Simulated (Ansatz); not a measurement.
The same path of C2H7NOSi (12 atoms, charge 0, multiplicity 1) was run twice with different band settings. The coordinate that changes most is the dihedral O5–C2–Si3–H8.

Computed with RKS PBE/6-31G* (Ansatz).

Relaxed end points:

```xyz
12
Properties=species:S:1:pos:R:3
N -1.011 1.218 0.320
C -0.277 0.050 -0.032
Si 1.608 0.276 -0.141
C -0.838 -1.282 0.273
O -0.814 -0.847 -1.095
H -0.882 1.956 -0.380
H -2.018 1.024 0.380
H 2.224 -1.028 -0.545
H 2.190 0.722 1.168
H 1.914 1.319 -1.177
H -1.837 -1.336 0.737
H -0.182 -2.130 0.527
```

```xyz
12
Properties=species:S:1:pos:R:3
N -0.839 0.688 1.201
C -0.271 0.069 0.051
Si 1.615 0.245 -0.117
C -0.956 -1.083 -0.569
O -0.982 0.179 -1.253
H -0.679 1.701 1.187
H -1.854 0.537 1.246
H 2.336 -0.370 1.045
H 1.963 1.705 -0.176
H 2.047 -0.424 -1.385
H -1.918 -1.413 -0.142
H -0.385 -1.890 -1.055
```

Common settings: spring 5.0 eV/Å²; optimiser quadratic models (default); start path IDPP; force threshold 0.03 eV/Å; iteration limit 60; end points relaxed.

| run | movable images | climbing image |
| --- | --- | --- |
| 1 | 7 | yes |
| 2 | 4 | no |

(1) What does each run give, and how far can it be trusted?

Answers

(1) Run 1: converged after 5 iterations, highest image 0.083 eV above the first end. A vibrational analysis at the climbing image gives one clearly imaginary mode, 141i cm⁻¹: a first-order saddle point.
Run 2: converged after 5 iterations, highest image 0.075 eV above the first end. No image climbed, so the highest image needn't sit at the top of the path.
